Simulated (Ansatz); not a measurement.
This Ansatz (a program for electronic structure) input (wB97M-V/aug-cc-pVDZ) gives -199.97855 Eh with 69 basis functions. A basis named .json is the Basis Set Exchange file of that set (core-valence sets with the plain set on hydrogen).

Ansatz 0.2 input:
```yaml
crystal:
  periodic: [false, false, false]
  atoms:
    - {symbol: F, position_ang: [-0.00000000, -0.00000000, -1.19889826]}
    - {symbol: B, position_ang: [0.00000000, 0.00000000, 0.08714772]}
    - {symbol: O, position_ang: [0.00000000, 0.00000000, 1.29429322]}
basis:
  gaussian:
    orbitals: aug-cc-pVDZ
hamiltonian:
  xc: {name: wB97M-V}
magnetization: {spin_polarized: false}
```

Change:
```diff
- orbitals: aug-cc-pVDZ
+ orbitals: 6-311++G_3df_3pd_.json
```

Q: What does the run give now?

A: -200.03210 Eh (wB97M-V/6-311++G(3df,3pd), 117 functions), a change of -53.55 mEh.
